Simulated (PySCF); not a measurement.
Input for PySCF: R-B3LYP/6-311+G** on CH2O (SMILES C=O).

```python
from pyscf import gto, scf, dft, mp
from pyscf.data.elements import chemcore

mol = gto.M(
    atom='''
    C     0.53482594    0.35369837    3.15491942
    O     0.71112801   -0.66706572    2.54884473
    H     0.13985662    1.26208066    2.66342887
    H     0.75919196    0.43559775    4.23557870
    ''',
    basis='6-311+g**',
    charge=0, spin=0, verbose=3, max_memory=1800)
mf = dft.RKS(mol, xc='b3lyp')
mf.conv_tol = 1e-8
mf.max_cycle = 100
mf.kernel()
if not mf.converged:
    mf = mf.newton().run(mf.mo_coeff, mf.mo_occ)
```

Output:

```
converged SCF energy = -114.541738809718
```

The calculation finished and met its thresholds.

Cost: very roughly 1.6 core-seconds.
